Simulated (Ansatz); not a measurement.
Basis sets compared for the cluster Sn5H2. Total charge 0; singlet. Geometry PBE-D4/def2-SVP. Ansatz on 4 threads of Arm Neoverse V1 on a shared host; times are rough, and most runs start from earlier orbitals.

Cartesian coordinates in Å:
```
Sn 1.204 0.070 -1.331
Sn -1.245 -1.091 -2.096
Sn -0.700 -2.725 0.270
Sn -1.082 0.328 0.663
Sn 1.509 1.814 1.054
H -0.412 -1.319 1.596
H 0.727 2.922 -0.156
```

In the def2 sets Sn takes a core potential; there is no spin–orbit coupling. The restricted singlet is unstable towards broken spin symmetry in Hartree–Fock (as tested in another run); at PBE-D4/def2-SVP, PBE-D4/def2-TZVP, PBE0-D4/def2-SVP, PBE0-D4/def2-TZVP this wasn't settled. Another isomer (singlet) lies 0.61 eV lower at PBE0-D4/def2-TZVP; other spin states weren't run for this one.

Binding counts from free atoms (Sn triplet, H doublet) in the same basis, without a counterpoise term.

```csv
level,functions,energy (Eh),HOMO (eV),LUMO (eV),binding per atom (eV),wall time
PBE-D4/def2-SVP,140,-1072.8231,-4.88,-3.89,2.35,2.4 s
PBE0-D4/def2-SVP,140,-1072.8471,-5.61,-3.40,2.24,4.6 s
```

**Question.** Estimate the rows for PBE-D4/def2-TZVP (with forces), PBE0-D4/def2-TZVP.

**Answer.** 
| level | functions | energy (Eh) | HOMO (eV) | LUMO (eV) | binding per atom (eV) | wall time |
| --- | --- | --- | --- | --- | --- | --- |
| PBE-D4/def2-TZVP (with forces) | 262 | -1072.8561 | -4.88 | -3.89 | 2.37 | 6 s |
| PBE0-D4/def2-TZVP | 262 | -1072.8775 | -5.58 | -3.37 | 2.26 | 12 s |
